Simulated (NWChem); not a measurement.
## Basis-set convergence for HClSi

```xyz
3

Si    -0.7524    -0.8218     0.0000
H      0.3237    -1.9221     0.0000
Cl     0.6005     0.7898     0.0000
```
Charge 0, spin multiplicity 1.

All runs are NWChem calculations. Structure: optimised with B3LYP/def2-SVP, a minimum by its harmonic frequencies.

Quantity: first vertical ionisation energy at the level G0W0@PBE.

The structure started from a generated list of species.

```tsv
basis	functions	first vertical ionisation energy (eV)
def2-SVP	41	8.75
def2-TZVP	80	9.05
def2-TZVPD	98	9.02
def2-QZVP	170	9.24
```

Smallest basis within 0.05 eV of def2-QZVP, the largest set run: no smaller one. def2-QZVP isn't the basis-set limit itself, and a small set can land close by cancellation.
